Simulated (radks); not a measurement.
Zr0.5+, 39.5 electrons, occupied as [Kr] 4d2 5s1.5 (fractional occupations, a model configuration).

Calculated with a radial shooting solver on a logarithmic mesh with Libxc functionals: scalar-relativistic Kohn-Sham, PBEsol, spin-unpolarised, spherical densities, point nucleus.

Energy parts (hartree):
part                       energy
total                 -3596.37660
kinetic                3697.57498
electron-nucleus      -8657.30688
Hartree                1475.09380
exchange-correlation   -111.73850

Orbitals (lengths in bohr, moments of r in powers of bohr; <r^-3> diverges for s and p1/2; r(max) is where P^2 peaks):
| orbital | occ. | eigenvalue (hartree) | r(max) | <r^-3> | <r> | <r^4> |
|---|---|---|---|---|---|---|
| 1s | 2 | -654.7480 | 0.02415 | - | 0.03708 | 8.885e-06 |
| 2s | 2 | -90.82757 | 0.1370 | - | 0.1627 | 0.001677 |
| 2p | 6 | -81.02618 | 0.1095 | 2152 | 0.1418 | 0.001203 |
| 3s | 2 | -14.97291 | 0.4084 | - | 0.4588 | 0.09080 |
| 3p | 6 | -11.78069 | 0.4024 | 346.1 | 0.4624 | 0.1022 |
| 3d | 10 | -6.53722 | 0.3472 | 45.04 | 0.4527 | 0.1219 |
| 4s | 2 | -2.11860 | 1.077 | - | 1.213 | 4.257 |
| 4p | 6 | -1.30930 | 1.179 | 45.26 | 1.369 | 7.470 |
| 4d | 2 | -0.24557 | 1.595 | 2.507 | 2.213 | 76.79 |
| 5s | 1.5 | -0.26268 | 3.072 | - | 3.548 | 315.2 |

The highest occupied level is 4d at -6.682 eV. Summed over all electrons, <r^2> = 54.37 bohr^2, which gives a Langevin (diamagnetic) susceptibility term of -43.1 x 10^-6 cm^3/mol.
